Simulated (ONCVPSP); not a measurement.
indium (In): excitation energies, all-electron against ONCV

- Element: In (Z = 49)
- Generator: ONCVPSP 4.0.1
- Type: optimised norm-conserving Vanderbilt (ONCV)
- Functional: PBE
- Relativity: scalar-relativistic
- Frozen core: [Kr] 4d10
- Valence charge: 3
- Reference configuration: 5s1.75 5p1.25
- Partial waves: 5s: rc 1.85 bohr, ncon 4, nbas 7, qcut 4.5 1/bohr, 1 projector; 5p: rc 2.55 bohr, ncon 4, nbas 8, qcut 3.4 1/bohr, 3 projectors, debl 1.9 Ha
- Local potential: polynomial inside 1.20 bohr (lpopt 5, dvloc0 0 Ha)
- Core correction: Teter function, fcfact 3.25, rcfact 1.05

Energies are relative to the spin-unpolarised reference configuration 5s1.75 5p1.25; without spin polarisation the order of configurations can differ from experiment.

```tsv
valence configuration	charge	ΔE all-electron (eV)	error AE − PS (meV)
5s2 5p1	0	-1.433	+0.5
5s2 5p0	+1	3.931	+31
```

Q: What are ΔE and the potential's error for 5s1 5p0?

A: ΔE = 23.166 eV all-electron; the error (AE − PS) is +81 meV.

Q: What are ΔE and the potential's error for 5s1 5p2?

A: ΔE = 4.408 eV all-electron; the error (AE − PS) is +3.9 meV.

Note: ghosts flagged at negative energy: s at -183.2 eV; GHOST(+) flagged for p at 83.9 eV. A true bound ghost makes a file unfit for plane-wave use.
